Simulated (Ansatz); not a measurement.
The cluster Hf₄. The state is a triplet with charge 0. Geometry PBE-D4/def2-SVP; atoms count from 1.

Cartesian coordinates in Å:
```
Hf 0.657 1.555 -0.348
Hf 1.077 -0.735 1.127
Hf -0.123 -1.094 -1.327
Hf -1.611 0.274 0.548
```

In the def2 sets Hf takes a core potential; there is no spin–orbit coupling. The charge 0 triplet is spin-contaminated (final ⟨S²⟩ up to 2.46, 2.00 for a pure state). At PBE0-D4/def2-TZVP a quintet of charge 0 lies 0.22 eV below the triplet, each at its own geometry. That quintet is doubtful there (⟨S²⟩ 6.40, where a pure state has 6.00). The structure comes from a short search, and lower isomers may exist.

Estimate the Mulliken populations from the PBE0/def2-TZVP orbitals of Ansatz.


```json
{"atom": "Hf1", "charge (e)": "0.00", "spin (α − β)": "0.57", "d electrons": "2.41"}
{"atom": "Hf2", "charge (e)": "0.00", "spin (α − β)": "0.43", "d electrons": "2.41"}
{"atom": "Hf3", "charge (e)": "0.00", "spin (α − β)": "0.43", "d electrons": "2.41"}
{"atom": "Hf4", "charge (e)": "0.00", "spin (α − β)": "0.57", "d electrons": "2.41"}
```
Mulliken values and Mayer orders depend strongly on the basis.

Where does the spin sit?

Summed by element: Hf 2.00, of 2 unpaired in all. Largest on single atoms: Hf1 0.57, Hf4 0.57, Hf2 0.43.

And the Mayer bond orders between bonded heavy atoms (over 0.3)?

Hf1–Hf2 1.56 (2.76 Å); Hf1–Hf3 1.29 (2.93 Å); Hf1–Hf4 1.54 (2.75 Å); Hf2–Hf3 1.54 (2.76 Å); Hf2–Hf4 1.29 (2.93 Å); Hf3–Hf4 1.56 (2.76 Å).
